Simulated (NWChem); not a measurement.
System: morpholine (C4H9NO); SMILES C1COCCN1

```xyz
15

C     -0.2228     0.7136     1.2050
C      0.2228    -0.7478     1.1744
O     -0.2446    -1.4009     0.0000
C      0.2228    -0.7478    -1.1744
C     -0.2228     0.7136    -1.2050
N      0.2822     1.3759     0.0000
H     -1.3267     0.7413     1.2818
H      0.1916     1.2103     2.0906
H      1.3233    -0.7946     1.2213
H     -0.1920    -1.3027     2.0215
H      1.3233    -0.7946    -1.2213
H     -0.1920    -1.3027    -2.0215
H      0.1916     1.2103    -2.0906
H     -1.3267     0.7413    -1.2818
H      0.0122     2.3567     0.0000
```
Atoms are numbered in this order, from 1.

Coordinates come from a B3LYP/6-31G* (spherical d) optimisation.

Question: Give the principal values of the shielding tensors (ppm) of C1, C2, O3, N6 from B3LYP/6-311G** (spherical d), GIAO (NWChem), with their diamagnetic and paramagnetic parts as GIAO splits them.

Answer: 
```tsv
atom	σ11	σ22	σ33	isotropic	diamagnetic	paramagnetic
C1	115.4	133.2	146.6	131.7	247.2	-115.5
C2	90.9	98.8	146.0	111.9	245.5	-133.7
O3	229.0	286.0	317.7	277.6	390.6	-113.0
N6	183.4	196.6	235.7	205.2	313.1	-107.9
```
